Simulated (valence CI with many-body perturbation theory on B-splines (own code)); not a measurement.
**Lu XXII: magnetic and hyperfine properties of the levels**

Calculated by relativistic CI+MBPT: four valence electrons over a frozen Dirac-Fock core [Kr] 4d10, radial functions for each j: 7 s, 7 p, 7 d, 7 f, 4 g, 2 h, with the one-electron correlation potential Σ1, the two-electron term Σ2, the three-electron term Σ3, Breit, model QED; selected CI, second order for the rest, scaled by the run's own slope (own B-spline code, finite nucleus).

No measured spectrum was set against this ion. As an estimate, terms of the open shell hold to a few per cent of their energy, and close levels can change places.

A/g_I is the dipole constant over the nuclear g factor μ/I (μ in nuclear magnetons, uniformly magnetised nucleus), B/Q the quadrupole constant per barn. Both hold the static response of the core; the bare values leave it out. Large factors of s and p1/2 electrons are usually good to 5 to 10 %; those of open d and f shells near neutrality can be off by tens of per cent, and small factors of p3/2, d and f electrons come from cancelling terms and can be off by a factor of two or in sign, in half-filled shells by more. B is blank for J = 1/2, where it vanishes, and for nearly pure S terms. Energies count from the lowest level. Levels with J = 0 are left out.

Names give the largest LS component (configuration and term), which can be under half, so a name can repeat, a term be missing and a line seem to break the LS rules; names also repeat where a configuration has a term twice. Letters in brackets count levels of one name in rising energy.

```
       Level  E (cm⁻¹)      g  A/g_I (MHz)  A/g_I bare  B/Q (MHz/b)  B/Q bare
    4f4 5I_4       0.0  0.626         3530        3100        -1530     -1320
    4f4 5I_5      9464  0.906         2480        2430        -1350     -1180
    4f4 5I_6     18180  1.061         1920        2090        -1220     -1090
    4f4 5I_7     25892  1.152         1640        1950        -1050      -956
    4f4 5F_2     32078  0.995         2650        2810         1720      1500
    4f4 5I_8     32777  1.207         1500        1890         -836      -792
    4f4 5F_1     33843  0.086         6430        5420          512       443
4f4 3G_4 [a]     37770  1.052         2260        2470        -2320     -2030
    4f4 5F_3     39366  1.188         1570        1930          202       163
    4f4 5S_2     42285  1.731         -567         518         -327      -310
    4f4 5G_2     43895  0.546         3910        3380        -1030      -887
4f4 3K_6 [a]     45524  0.873         2590        2500          390       359
    4f4 5G_3     46212  0.904         2620        2590          461       421
4f4 3L_7 [a]     49103  0.970         2260        2310         1620      1400
4f4 5F_5 [a]     49152  1.260         1220        1660         -573      -548
    4f4 5F_4     49614  1.207         1320        1670         1620      1400
    4f4 3M_8     53506  1.025         2090        2220         2970      2540
    4f4 5G_4     58934  1.052         2000        2160         -455      -389
4f4 5F_5 [b]     59433  1.234         1170        1550         1600      1370
4f4 3D_2 [a]     60871  1.169         1500        1820         1310      1150
4f4 3G_3 [a]     61120  0.852         2640        2510        -1620     -1410
4f4 3P_1 [a]     65803  1.031         2460        2660         -122      -113
    4f4 5G_5     68072  1.159         1630        1940         -591      -523
4f4 1D_2 [a]     68647  1.015         1670        1700         -660      -597
4f4 3L_7 [b]     68815  0.951         2170        2160         1210      1070
    4f4 3L_8     69249  0.993         2170        2250         2850      2480
    4f4 5G_6     69251  1.253         1150        1570         -673      -637
    4f4 3M_9     70458  1.055         1960        2130         4730      4080
4f4 3D_3 [a]     71549  1.264          874        1270         1020       880
4f4 3F_4 [a]     71751  1.192         1380        1720        -1830     -1620
4f4 3K_8 [a]     72111  1.028         1920        2030         2550      2210
4f4 3I_5 [a]     72748  0.910         2340        2280          739       627
4f4 3H_6 [a]     75880  1.170         1610        1940         -390      -360
4f4 3F_2 [a]     77460  0.716         3870        3690          765       689
4f4 3G_4 [b]     77709  1.050         1890        2030        -1150     -1010
    4f4 5D_1     79187  1.487         -473         138         1150       990
4f4 3I_6 [a]     82442  1.075         1870        2060         -359      -320
4f4 3I_7 [a]     82754  1.107         1840        2090          750       640
```

Take the isotope of mass number 175, with I = 7/2, μ = 2.2257 μN and Q = 3.49 b. What is the hyperfine structure of 4f4 5F_1?

From the table A = 4090 MHz, B = 1790 MHz. Shifts from the centre of gravity in MHz: F = 5/2: -17400, F = 7/2: -5370, F = 9/2: 14800.
